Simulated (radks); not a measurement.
The numbers below are computed, except where a source is named.
Ionisation ladder of neodymium, from Nd XLV to Nd LX. Each ion is in the ground configuration listed by NIST, and IE = E(next ion) - E(this ion), with E = 0 for the bare nucleus. Level of theory: scalar-relativistic Kohn-Sham, exchange-only LDA, spin-polarised, spherical densities, point nucleus; open shells are filled with parallel spins first (spin-orbit coupling, left out, can overturn this in heavy ions) (a radial shooting solver on a logarithmic mesh with Libxc functionals).

\begin{tabular}{lrrrrrrrrr}
species & configuration & E (hartree) & IE, Delta-SCF (eV) & -e(HOMO) (eV) & HOMO & <r> HOMO (bohr) & IE, NIST (eV) & kind & error (eV) \\ \hline
Nd XLV & [Ne] 3s2 3p4 & -7845.0368 & 3594.9 & 3550.9 & 3p down & 0.237 & 3567 & theory & +27.9 \\
Nd XLVI & [Ne] 3s2 3p3 & -7712.9264 & 3715.4 & 3668.8 & 3p up & 0.235 & 3662 & theory & +53.4 \\
Nd XLVII & [Ne] 3s2 3p2 & -7576.3880 & 3810.8 & 3764.5 & 3p up & 0.234 & 3891 & theory & -80.2 \\
Nd XLVIII & [Ne] 3s2 3p1 & -7436.3421 & 3905.0 & 3859.4 & 3p up & 0.232 & 3997 & theory & -92.0 \\
Nd XLIX & [Ne] 3s2 & -7292.8352 & 4206.0 & 4166.1 & 3s & 0.238 & 4198 & theory & +8.0 \\
Nd L & [Ne] 3s1 & -7138.2673 & 4308.7 & 4268.2 & 3s up & 0.237 & 4302 & theory & +6.7 \\
Nd LI & [Ne] & -6979.9268 & 9909.8 & 9784.6 & 2p & 0.0869 & 9742 & theory & +167.8 \\
Nd LII & [He] 2s2 2p5 & -6615.7472 & 10166.3 & 10041.8 & 2p down & 0.0863 & 10002 & theory & +164.3 \\
Nd LIII & [He] 2s2 2p4 & -6242.1443 & 10418.0 & 10296.6 & 2p down & 0.0857 & 10288 & theory & +130.0 \\
Nd LIV & [He] 2s2 2p3 & -5859.2904 & 10762.8 & 10632.2 & 2p up & 0.0848 & 10555 & theory & +207.8 \\
Nd LV & [He] 2s2 2p2 & -5463.7640 & 11028.7 & 10898.9 & 2p up & 0.0843 & 11384 & theory & -355.3 \\
Nd LVI & [He] 2s2 2p1 & -5058.4675 & 11289.7 & 11163.0 & 2p up & 0.0837 & 11694 & theory & -404.3 \\
Nd LVII & [He] 2s2 & -4643.5796 & 12091.3 & 11995.5 & 2s & 0.0959 & 12082 & theory & +9.3 \\
Nd LVIII & [He] 2s1 & -4199.2332 & 12349.8 & 12252.4 & 2s up & 0.0955 & 12341.7 & theory & +8.2 \\
Nd LIX & [He] & -3745.3859 & 50410 & 50021 & 1s & 0.0235 & 50339.6 & theory & +70.0 \\
Nd LX & 1s1 & -1892.8668 & 51508 & 51115 & 1s up & 0.0233 & 51515.8 & theory & -8.3 \\
\end{tabular}

Reference values: NIST Atomic Spectra Database (exp. = measured, semi-emp. = semi-empirical, theory = theoretical value adopted there). The ionisation energy per charge of the ion left behind rises most, in proportion, at Nd LIX ([He]), from 212.93 to 854.40 eV. Open shells are spherical and high-spin; term and fine-structure splittings are not resolved. Spin-orbit splitting is averaged out at the scalar-relativistic level. Nuclear size, the Breit interaction and QED, all absent here, shift the 1s and 2s values of heavy ions.
